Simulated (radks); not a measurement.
Results of a calculation; reference values are marked as such.
How relativity changes the ionisation of the tin ion Sn3+ ([Kr] 4d10 5s1) to Sn4+ ([Kr] 4d10). Spin-unpolarised spherical Kohn-Sham, LDA (Slater exchange, Perdew-Wang correlation), point nucleus unless stated (finite: rms radius 4.6519 fm), a radial shooting solver on a logarithmic mesh with Libxc functionals. A level marked "c x" has the speed of light scaled by that factor.

non-rel.: E(Sn3+) (hartree) -6018.03616; E(Sn4+) (hartree) -6016.56791; IE (eV) 39.953; HOMO 5s; <r> HOMO (bohr) 2.179
scalar-rel.: E(Sn3+) (hartree) -6169.92678; E(Sn4+) (hartree) -6168.39964; IE (eV) 41.556; HOMO 5s; <r> HOMO (bohr) 2.107
scalar-rel., finite nucleus: E(Sn3+) (hartree) -6169.76627; E(Sn4+) (hartree) -6168.23918; IE (eV) 41.554; HOMO 5s; <r> HOMO (bohr) 2.107
Dirac: E(Sn3+) (hartree) -6171.72175; E(Sn4+) (hartree) -6170.19468; IE (eV) 41.554; HOMO 5s1/2; <r> HOMO (bohr) 2.107
Dirac, finite nucleus: E(Sn3+) (hartree) -6171.56077; E(Sn4+) (hartree) -6170.03375; IE (eV) 41.552; HOMO 5s1/2; <r> HOMO (bohr) 2.107
Dirac, c x 2: E(Sn3+) (hartree) -6054.57559; E(Sn4+) (hartree) -6053.09357; IE (eV) 40.328; HOMO 5s1/2; <r> HOMO (bohr) 2.162
Dirac, c x 5: E(Sn3+) (hartree) -6023.80494; E(Sn4+) (hartree) -6022.33452; IE (eV) 40.012; HOMO 5s1/2; <r> HOMO (bohr) 2.176
Dirac, c x 10: E(Sn3+) (hartree) -6019.47564; E(Sn4+) (hartree) -6018.00685; IE (eV) 39.968; HOMO 5s1/2; <r> HOMO (bohr) 2.179

NIST Atomic Spectra Database: 40.74 eV (measured). The relativistic part of the total energy of Sn3+ is -153.5 hartree (Dirac, finite nucleus), 2.6 % of the non-relativistic value. Spin polarisation and multiplet splitting of open shells are left out at every level.

Beside tabulated values, note that relativity, absent from the non-relativistic runs, is large for the heavy elements, and spin-unpolarised runs miss the spin-polarisation part of the exchange energy of open shells.
